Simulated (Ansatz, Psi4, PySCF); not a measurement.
F₄Te, triplet, at a GFN2-xTB geometry (a higher spin typed on purpose: for a closed-shell molecule this is an excited state) (all electrons, no relativity). Base run: CAMB3LYP/STO-3G (PySCF).

Input for PySCF:
```python
from pyscf import gto, scf, dft

mol = gto.Mole()
mol.atom = '''
    Te   -0.012130    0.007173    0.048294
    F    -0.147243    1.813877    1.048779
    F     0.214412   -1.520239   -1.226915
    F    -0.480091   -1.442913    1.448890
    F     0.483005    1.107832   -1.549785
'''
mol.basis = 'sto-3g'
mol.charge = 0
mol.spin = 2
mol.verbose = 3
mol.build()

mf = dft.UKS(mol)
mf.xc = 'camb3lyp'
mf.kernel()
```

The same geometry, method and basis name were run in Ansatz (a first-principles code) and Psi4 and PySCF, at each program's defaults and at the settings that a row names. The base is PySCF at its defaults. Differences at the defaults can come from grids, fitting, cores and function types together.

```
code and settings                                                               ΔE vs base (mEh)  basis functions       E (Eh)  SCF cycles  dipole (D)
------------------------------------------------------------------------------  ----------------  ---------------  -----------  ----------  ----------
PySCF, defaults (exact integrals, its default grid, spherical functions)                   0.000               47  -6942.57467          14        0.06
Ansatz, defaults (factorised integrals, its default grid, spherical functions)            -0.019               47  -6942.57469           -           -
PySCF, fine grid                                                                          -0.018               47  -6942.57469          14        0.06
Psi4, exact integrals, spherical functions, fine grid                                      0.003               47  -6942.57467          16        0.06
Ansatz, high accuracy                                                                     -0.020               47  -6942.57469           -           -
```

Open shells are given as the SCF converged; they aren't shown to be the lowest states, and a large step between rows can be another state.
